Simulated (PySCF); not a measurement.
Species: C₅H₆F₃P.
Atom-mapped SMILES: `[CH2:1]=[CH:2][P:3]([CH3:4])[C:5]([F:6])=[C:7]([F:8])[F:9]` (hydrogens: H10, H11 on C1; H12 on C2; H13, H14, H15 on C4)

Structure used (GFN2-xTB), in Å, numbered top down from 1:
```xyz
15
C5H6F3P angstrom
C     -2.1644    0.5346    1.0407
C     -0.8999    0.1961    1.2313
P      0.0682   -0.9466    0.1926
C     -0.7407   -0.6949   -1.4488
C      1.4624    0.2308   -0.0793
F      1.1800    1.4551   -0.5698
C      2.7214   -0.0855    0.1889
F      3.0624   -1.2727    0.6700
F      3.7917    0.6791    0.0311
H     -2.6863    1.1745    1.7338
H     -2.7334    0.1960    0.1913
H     -0.3672    0.5310    2.1141
H     -0.9029    0.3630   -1.6472
H     -1.6907   -1.2256   -1.4510
H     -0.1050   -1.1270   -2.2198
```

Computed with TDDFT wB97X-D/def2-SVPD, vertical, gas phase, core orbitals frozen in the response in PySCF.

Transition dipole moments from the ground state, in atomic units and in the frame of the coordinates above (overall signs are arbitrary), for the states with f of 0.002 or more among the lowest 7:

| state | E (eV) | μx | μy | μz |
| --- | --- | --- | --- | --- |
| S1 | 6.020 | 0.803 | -0.435 | -0.196 |
| S2 | 6.237 | -0.384 | 0.381 | 0.536 |
| S3 | 6.606 | -0.558 | -0.055 | -0.072 |
| S4 | 6.699 | -0.604 | 0.196 | 0.229 |
| S5 | 7.065 | 1.014 | -0.074 | 0.139 |
| S6 | 7.303 | -1.026 | -0.022 | 0.031 |
| S7 | 7.394 | -0.203 | -0.053 | -0.017 |

(1) Work out the oscillator strengths.

(2) What angle do the transition dipoles of S2 and S3 make?

Answers

(1) f = (2/3) ΔE |μ|² with ΔE in hartree (27.2114 eV).

```
state  |μ|² (au)  |μ| (D)      f
   S1      0.872     2.37  0.129
   S2      0.580     1.94  0.089
   S3      0.320     1.44  0.052
   S4      0.456     1.72  0.075
   S5      1.053     2.61  0.182
   S6      1.054     2.61  0.189
   S7      0.044     0.53  0.008
```

(2) |cos θ| = |μa·μb| / (|μa| |μb|) = 0.36, so θ ≈ 69° (taken between 0 and 90°, since the signs are arbitrary).

One conformer stands for the species.
